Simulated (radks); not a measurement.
Spherical quantum dot in the effective-mass picture: electrons in a well V = -V0 / (1 + exp((r - R)/a)) with V0 = 8.58, R = 3.26, a = 0.21, all in effective atomic units (hartree* = m*/eps^2 hartree, bohr* = eps/m* bohr), one dielectric constant everywhere. Method: non-relativistic Kohn-Sham, LDA (Slater exchange, Perdew-Wang correlation), spin-polarised, spherical densities; computed with a radial shooting solver with Libxc functionals. Levels are named by radial order and angular momentum (1s, 1p, 1d, 2s, ...), and open shells are averaged over m.

N = 3, configuration 1s2 1p(up 1, down 0). This is the lowest configuration that the search found. Occupied and some empty levels:

level,occupation,eigenvalue (hartree*),<r> (bohr*)
1s up,1,-6.9759,1.747
1s down,1,-6.9273,1.741
1p up,1,-6.5542,2.002
1p down,0,-6.5026,2.003
1d up,0,-5.9847,2.176
1d down,0,-5.9337,2.179
2s up,0,-5.5798,1.671
2s down,0,-5.5461,1.674
1f up,0,-5.2922,2.311
1f down,0,-5.2432,2.314

Energy (hartree*): total -22.3858, kinetic 1.5996, external -25.298, Hartree 2.2001, exchange-correlation -0.88790.

Electron density:

r (bohr*),n(r) (e/bohr*^3)
0.0768,0.05988
0.366,0.06078
0.656,0.06229
0.946,0.06316
1.24,0.06175
1.52,0.05647
1.81,0.04676
2.10,0.03356
2.39,0.01972
2.68,0.008735
2.97,0.002578
3.26,0.0004690
3.55,0.00005644
3.84,5.590e-06
